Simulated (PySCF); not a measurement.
H5Sn, SMILES [SnH5-], charge -1. Atoms are numbered in the order given.

```xyz
6

Sn     0.0000     0.0000     0.0000
H      0.0000     0.0000     1.8887
H      0.0000     0.0000    -1.8887
H      1.7857     0.0000     0.0000
H     -0.8928     1.5464     0.0000
H     -0.8928    -1.5464     0.0000
```
Charge -1, spin multiplicity 1.

The structure is a stationary point at PBE-D3(BJ)/def2-TZVPD. The def2 effective core potentials stand for the cores of Sn; spin–orbit coupling is left out.

Level of theory: PBE-D3(BJ)/def2-TZVPD (PySCF).

Frequencies are harmonic and unscaled.

Modes within 1.5 cm⁻¹ of each other (mostly degenerate sets) share a row, with their intensities summed.

**Question.** Give all harmonic wavenumbers and intensities. (The exact figures need the calculation; the answer reports its results.)

**Answer.** 
| mode | ν (cm⁻¹) | IR (km/mol) | moving atoms (share of kinetic energy) |
|---|---|---|---|
| 1–2 | 392 | 5.5 | H 100 % |
| 3–4 | 707 | 885.1 | H 97 % |
| 5 | 733 | 900.5 | H 97 % |
| 6–7 | 902 | 0.0 | H 100 % |
| 8 | 1130 | 0.0 | H 100 % |
| 9 | 1256 | 1364.7 | H 99 % |
| 10–11 | 1585 | 1193.1 | H 99 % |
| 12 | 1618 | 0.0 | H 100 % |
